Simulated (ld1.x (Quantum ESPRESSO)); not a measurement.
**Which change was made? (Ag, TM)**

- Element: Ag
- Generator: ld1.x (Quantum ESPRESSO) 7.5
- Type: norm-conserving Troullier–Martins (Kleinman–Bylander form)
- Functional: PW91
- Relativity: scalar-relativistic
- Frozen core: [Kr]
- Valence charge: 11
- Reference configuration: 4d10 5s1 5p0
- Partial waves: 5s (bound): rc 2.45 bohr; 4d (bound): rc 1.40 bohr; 4f channel at -0.05 Ry: rc 3.60 bohr; 5p (bound, empty): rc 4.20 bohr
- Local potential: the p channel
- Core correction: a·sin(br)/r model core inside 0.70 bohr

Cutoffs, loose and tight: the cutoffs (Ry, on a coarse ladder) from which the occupation-weighted sum of valence levels, in a spherical-Bessel basis at the reference potential, stays within 10 and 1 mRy of its value at 400 Ry. They do not see the model core or the augmentation charge, which bear on the density cutoff. Test errors are all-electron minus pseudo excitation energies from the reference, over the configurations 4d10 5s0 5p0; 4d9 5s0 5p0; 4d8 5s0 5p0; 4d9 5s1 5p0; 4d10 5s0.5 5p0; 4d9 5s1 5p1; 4d9 5s2 5p0; variants that change the core or the reference have their own tests. The largest error is taken over the tests solved by every variant that gives reliable tests at all, those not shown here included: 4d10 5s0 5p0; 4d8 5s0 5p0; 4d9 5s0 5p0.

The base gives: outcome: generated; cutoff, loose: 80 Ry; cutoff, tight: 110 Ry; bound ghosts: s; largest test error (meV): -1088.

**Question.** After one change the result is: outcome: generated; cutoff, loose: 100 Ry; cutoff, tight: 140 Ry; bound ghosts: none; largest test error (meV): -1042. Which change was it?
A. all radii but the core radius scaled by about 1.12 (s 2.74, p 4.70, d 1.56, f 4.02 bohr)
B. all radii but the core radius scaled by about 1.30 (s 3.20, p 5.48, d 1.82, f 4.70 bohr)
C. all radii but the core radius scaled by about 0.75 (s 1.84, p 3.16, d 1.06, f 2.70 bohr)

**Answer.** C. The others give: all radii but the core radius scaled by about 1.12 (s 2.74, p 4.70, d 1.56, f 4.02 bohr) → outcome: generated; cutoff, loose: 70 Ry; cutoff, tight: 110 Ry; bound ghosts: f, s; largest test error (meV): -1133 | all radii but the core radius scaled by about 1.30 (s 3.20, p 5.48, d 1.82, f 4.70 bohr) → outcome: generated; cutoff, loose: 60 Ry; cutoff, tight: 90 Ry; bound ghosts: s; largest test error (meV): -1260.
